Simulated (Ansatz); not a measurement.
Abridged output of a molecular run in Ansatz:

```
Functional definition: HF
1107 factors; integrals over basis functions are off by at most 8.8e-4 eV
mean field evaluation 1: about -26608.1373 eV, gradient 3.4e1 eV
mean field evaluation 2: about -26608.1454 eV, gradient 3.4e1 eV
mean field evaluation 4: about -26610.9242 eV, gradient 3.0e0 eV
mean field evaluation 8: about -26610.9650 eV, gradient 1.6e-4 eV
mean field -26610.96497820 eV, -977.9349253890 hartree, gradient 2.1e-6 eV, S^2 0.000000; 0 other end points of the search recorded, 0 dependent functions left out
15 core orbitals not correlated: weight in the atoms' cores, before any rotation towards them, 1.000 or more for the frozen orbitals, at most 0.000 for the correlated occupied ones
reference -26610.96497820 eV, -977.9349253890 hartree; 18, 18 occupied and 73, 73 virtual orbitals, 1107 factors
second order -14.51322001 eV of doubles, -0.00000000 eV of singles
cycle   1  -15.47132385 eV  change   -9.6e-1 eV  update   9.8e-2
cycle   2  -15.95020321 eV  change   -4.8e-1 eV  update   3.1e-2
cycle   3  -16.04177166 eV  change   -9.2e-2 eV  update   1.5e-2
cycle   4  -16.03873423 eV  change    3.0e-3 eV  update   3.5e-3
cycle   5  -16.03717576 eV  change    1.6e-3 eV  update   1.3e-3
cycle   6  -16.03699063 eV  change    1.9e-4 eV  update   4.2e-4
cycle   7  -16.03681000 eV  change    1.8e-4 eV  update   1.4e-4
cycle   8  -16.03678890 eV  change    2.1e-5 eV  update   4.7e-5
cycle   9  -16.03680612 eV  change   -1.7e-5 eV  update   1.6e-5
perturbative correction -0.41577561 eV, -0.0152794717 hartree
Total energy: -26627.41755993 eV, -978.5395466155 hartree
```

Its atoms:

```xyz
10

O    -1.644    0.714    1.155
Si   -0.142    0.913    0.502
S    -0.262    2.292   -1.112
Sn    0.824   -1.331   -0.299
H    -1.778   -0.038    1.733
H     0.780    1.592    1.452
H    -0.902    1.450   -1.941
H     0.491   -2.591    0.812
H     2.515   -1.241   -0.507
H     0.118   -1.760   -1.796
```

(1) Which basis set was used?
A. def2-SVP
B. def2-TZVPP
C. def2-SVPD
D. def2-TZVPPD

(2) Write the keys of the input that set method, charge and spin (a neutral closed shell needs none for the last two).

Results:

(1) A. It gives 106 functions.

(2) 
```yaml
correlation: {method: ccsd_t}
```
